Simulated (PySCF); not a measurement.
CH4BrClO2Si.

```xyz
10

C     -2.3699    -0.0847    -1.4087
O     -1.2890     0.7569    -1.0442
Si     0.1804     0.2687    -0.5335
O      0.9095    -0.5852    -1.7355
Cl     1.2436     1.9504    -0.0368
Br    -0.0041    -1.0239     1.2812
H     -2.1050    -0.7247    -2.2670
H     -2.6751    -0.7283    -0.5658
H     -3.2186     0.5548    -1.6904
H      1.7310    -1.0494    -1.5337
```
Charge 0, spin multiplicity 1.

Geometry: B3LYP-D3(BJ)/def2-SVP. One conformer was computed; it need not be the lowest.

Method: PySCF with PBE/pcSseg-1. Non-relativistic, no solvent.

Q: Give the absolute GIAO shielding of each atom: isotropic value and principal components (ppm). (An estimate is asked for; the answer gives what the named calculation found.)

A: 
```csv
atom,σ(iso),σ11,σ22,σ33,span
C1,124.2,95.6,97.2,180.0,84.4
O2,256.4,183.1,269.5,316.6,133.6
Si3,361.0,341.0,357.0,385.1,44.1
O4,221.0,168.9,218.2,276.1,107.2
Cl5,790.0,661.7,691.5,1016.9,355.2
Br6,2403.6,2057.0,2261.3,2892.5,835.5
H7,27.3,22.8,24.8,34.2,11.5
H8,27.2,22.2,26.2,33.2,11.0
H9,27.4,23.0,24.7,34.3,11.4
H10,28.6,21.9,24.4,39.5,17.5
```
